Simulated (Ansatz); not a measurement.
Ansatz (a quantum-chemistry and plane-wave program) input file for Be(SMe)(SeH) (CH₄BeSSe), SMILES C[S][Be][SeH], PBE0/def2-SVPD. Geometry optimised at TPSSh-D3(BJ)/def2-SVP. The structure was generated by enumeration; whether it is a known compound was not checked. One conformer was computed; it need not be the lowest.

Ansatz 0.2 input:
```yaml
crystal:
  periodic: [false, false, false]
  atoms:
    - {symbol: Be, position_ang: [0.19165394, -0.25123337, -0.25659571]}
    - {symbol: S, position_ang: [-0.19143831, -1.43159969, -1.69756077]}
    - {symbol: C, position_ang: [-2.03252918, -1.30624597, -1.82837562]}
    - {symbol: H, position_ang: [-2.51673551, -1.71050205, -0.93003552]}
    - {symbol: H, position_ang: [-2.31998108, -1.91393622, -2.69636887]}
    - {symbol: H, position_ang: [-2.34861743, -0.26862191, -1.99616174]}
    - {symbol: Se, position_ang: [0.62321596, 1.04891951, 1.25068724]}
    - {symbol: H, position_ang: [0.48756393, -0.02219878, 2.25680902]}
basis:
  gaussian:
    orbitals: def2-SVPD
hamiltonian:
  xc: {name: PBE0}
```

Log of the run:

```
WARN ansatz: RAYON_NUM_THREADS=1 ignored (pool sized by the plan → 1); use --threads N
Functional definition: PBE0
integrals: 0.08 GiB planned
1326 factors; their error is unknown
mean field: 0.61 GiB planned
mean field evaluation 1: about -77661.6816 eV, gradient 3.3e1 eV
mean field evaluation 2: about -77660.5523 eV, gradient 3.8e1 eV
mean field evaluation 4: about -77664.4998 eV, gradient 8.1e-1 eV
mean field evaluation 8: about -77664.7504 eV, gradient 1.7e-1 eV
mean field evaluation 16: about -77664.7504 eV, gradient 3.1e-5 eV
mean field -77664.75040464 eV, -2854.1269343120 hartree, gradient 3.1e-5 eV, S^2 0.000000; 0 other end points of the search recorded, 0 dependent functions left out
reference -77664.75045447 eV, -2854.1269361431 hartree; 32, 32 occupied and 100, 100 virtual orbitals, 1326 factors
Total energy: -77664.75045447 eV, -2854.1269361431 hartree
```

The calculation finished and met its thresholds.
